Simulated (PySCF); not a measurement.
Task: What does the PBE0-D3(BJ)/def2-SVP structure of `CC#CBCC` look like in three dimensions?

Result: 
```xyz
15
C5H9B angstrom
C      3.5605   -0.0227    0.1627
C      2.1406    0.1013   -0.1002
C      0.9433    0.2043   -0.3264
B     -0.5404    0.3388   -0.5998
C     -1.6114   -0.0794    0.4674
C     -3.0688    0.2193    0.1439
H      3.8180    0.3988    1.1473
H      4.1658    0.4876   -0.6026
H      3.8539   -1.0848    0.1748
H     -0.8814    0.7668   -1.6842
H     -1.4567   -1.1665    0.6273
H     -1.3149    0.3556    1.4408
H     -3.3770   -0.2637   -0.7966
H     -3.7525   -0.1288    0.9341
H     -3.2370    1.3004    0.0175
```

Orientation and origin are arbitrary. Atoms count from 1 in this order. The C–C distances run from 1.223 Å (C2≡C3, drawn triple) to 1.523 Å (C5–C6, drawn single), a spread of 0.300 Å. The 2 B–C bonds span 1.515 Å (C3–B4, drawn single) to 1.569 Å (B4–C5, drawn single), a spread of 0.054 Å. B4 (three-coordinate boron) is planar (angles 121.5°, 120.6° and 117.9°, sum 360.0°, 0.01 Å off the plane of its three neighbours).

Bonds between heavy atoms (Å): C1–C2 1.449, C2≡C3 1.223, C3–B4 1.515, B4–C5 1.569, C5–C6 1.523.

Method: PBE0-D3(BJ)/def2-SVP geometry optimisation, gas phase in PySCF 2.14.0.

Not checked by PBE0-D3(BJ)/def2-SVP frequencies. One conformer, not necessarily the lowest (C3–B4–C5–C6 174°).
